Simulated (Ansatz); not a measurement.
Cost and result for the atomization energy of `C[SiH](S)[SiH2]Cl` (12 atoms, 11 bonds).

```json
{"atom": "C1", "x (Å)": "1.238", "y (Å)": "-0.200", "z (Å)": "1.285"}
{"atom": "Si2", "x (Å)": "-0.325", "y (Å)": "0.525", "z (Å)": "0.565"}
{"atom": "S3", "x (Å)": "-2.096", "y (Å)": "-0.507", "z (Å)": "1.187"}
{"atom": "Si4", "x (Å)": "-0.283", "y (Å)": "0.431", "z (Å)": "-1.773"}
{"atom": "Cl5", "x (Å)": "-0.315", "y (Å)": "-1.587", "z (Å)": "-2.249"}
{"atom": "H6", "x (Å)": "1.181", "y (Å)": "-0.218", "z (Å)": "2.375"}
{"atom": "H7", "x (Å)": "1.384", "y (Å)": "-1.223", "z (Å)": "0.931"}
{"atom": "H8", "x (Å)": "2.109", "y (Å)": "0.392", "z (Å)": "0.990"}
{"atom": "H9", "x (Å)": "-0.529", "y (Å)": "1.924", "z (Å)": "1.029"}
{"atom": "H10", "x (Å)": "-1.837", "y (Å)": "-1.597", "z (Å)": "0.442"}
{"atom": "H11", "x (Å)": "0.947", "y (Å)": "1.000", "z (Å)": "-2.385"}
{"atom": "H12", "x (Å)": "-1.473", "y (Å)": "1.059", "z (Å)": "-2.398"}
```

The species carries charge 0 and has multiplicity 1. All single points use the PBE0-D4/def2-TZVP geometry. It is one conformer, not always the lowest. Program: Ansatz. All runs use 4 threads of an Arm Neoverse V1 on a shared host. Times are those of one run each, without the atoms' runs, and a repeat can differ threefold. Electronic energies, without spin–orbit coupling; frozen cores. CCSD(T)/CBS adds CCSD(T) − MP2 in def2-TZVPP to the MP2 limit, and its time is that of the two runs behind it. T1 = 0.011. B3LYP takes the VWN-RPA correlation (the form of Gaussian; ORCA's B3LYP/G).

CCSD(T)/CBS is a level of theory with its own doubt, some kJ/mol a heavy atom from the limit and from the frozen cores, so smaller differences don't rank the functionals.

```csv
level,functions,wall time,atomization (kcal/mol),difference from CCSD(T)/CBS,per bond
PBE-D4/def2-TZVPP (with forces),297,3.8 s,942.2,2.1,0.2
PBE0-D4/def2-TZVPP,297,6 s,936.9,-3.2,-0.3
r2SCAN-D4/def2-TZVPP (with forces),297,8 s,942.4,2.3,0.2
B3LYP-D4/def2-TZVPP (with forces),297,9 s,934.9,-5.2,-0.5
B2PLYP/def2-TZVPP,297,9 s,922.1,-18.0,-1.6
ωB97X-V/def2-TZVPP,297,13 s,946.3,6.2,0.6
ωB97M-V/def2-TZVPP (with forces),297,19 s,942.6,2.5,0.2
MP2/def2-QZVPP,547,35 s,934.4,-5.7,-0.5
CCSD(T)/def2-TZVPP,297,4.8 min,913.5,-26.6,-2.4
CCSD(T)/CBS(def2),–,5.4 min,940.1,0.0,0.0
```

From PBE to PBE0 (25 % exact exchange), in def2-TZVPP and without D4, the atomization energy moves by −4.1 kcal/mol: exact exchange takes away binding that semilocal exchange gives to molecules. In def2-TZVPP, CCSD(T) changes the Hartree–Fock value by +207.2 kcal/mol (the triples alone add +11.9 kcal/mol) and MP2 by +212.4 kcal/mol; breaking electron pairs costs correlation energy, which Hartree–Fock lacks. The D4 term adds +13.7 kcal/mol with B3LYP and +7.4 kcal/mol with PBE0; it sums over pairs of atoms, weighted by their polarisabilities, and B3LYP, whose exchange is more repulsive, gets the larger term.
